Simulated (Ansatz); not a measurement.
One change: `[F][AlH][GeH3]` becomes `[AlH2][GeH3]`.

Ansatz, PBE0-D4/def2-TZVP geometries, multiplicity 1. 

Scalar relativity is left out up to krypton.

```json
{"property": "HOMO energy (ωB97M-V/def2-TZVPP) / eV", "`[F][AlH][GeH3]`": "-9.87"}
{"property": "HOMO energy (PBE0/def2-TZVPP) / eV", "`[F][AlH][GeH3]`": "-7.86"}
{"property": "LUMO energy (PBE/def2-TZVPP) / eV", "`[F][AlH][GeH3]`": "-2.48"}
{"property": "HOMO–LUMO gap (PBE/def2-TZVPP) / eV", "`[F][AlH][GeH3]`": "4.27"}
{"property": "LUMO energy (B3LYP/def2-TZVPP) / eV", "`[F][AlH][GeH3]`": "-1.94"}
{"property": "HOMO–LUMO gap (PBE0/def2-TZVPP) / eV", "`[F][AlH][GeH3]`": "6.12"}
```

(1) Give the same properties after the change, and the shifts. (Estimate.)

Results:

(1) Ansatz gave: 
```tsv
property	`[AlH2][GeH3]`	shift
HOMO energy (ωB97M-V/def2-TZVPP) / eV	-9.61	0.26
HOMO energy (PBE0/def2-TZVPP) / eV	-7.61	0.25
LUMO energy (PBE/def2-TZVPP) / eV	-2.84	-0.36
HOMO–LUMO gap (PBE/def2-TZVPP) / eV	3.71	-0.56
LUMO energy (B3LYP/def2-TZVPP) / eV	-2.29	-0.35
HOMO–LUMO gap (PBE0/def2-TZVPP) / eV	5.52	-0.60
```

With PBE0 the HOMO rises by 0.25 eV and the LUMO falls by 0.35 eV, so the gap narrows by about 0.60 eV. PBE moves the HOMO by 0.19 eV and ωB97M-V by 0.26 eV.

B3LYP here is the variant with VWN-RPA as its local correlation; programs differ in this.
